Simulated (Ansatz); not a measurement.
SiEt(NHMe)3 (C5H17N3Si). Charge 0, multiplicity 1. Geometry PBE-D4/def2-SVP, basis def2-TZVP, Ansatz.

```csv
run,HOMO (eV),LUMO (eV)
A,-5.02,0.63
B,-6.12,0.79
C,-5.16,0.10
D,-8.54,2.59
E,-4.76,-0.01
```

Problem. The runs used B97M-V, PBE, PBE0, r2SCAN, ωB97X-V. Estimate which is which.

Solution. A r2SCAN (0 % exact exchange); B PBE0 (25 % exact exchange); C B97M-V (0 % exact exchange); D ωB97X-V (range-separated); E PBE (0 % exact exchange). Exact exchange lowers occupied and raises empty levels; among semilocal functionals meta-GGAs tend to open the gap a little, and such runs are hard to tell apart. The gap grows from 4.75 eV (PBE) to 11.13 eV (ωB97X-V).
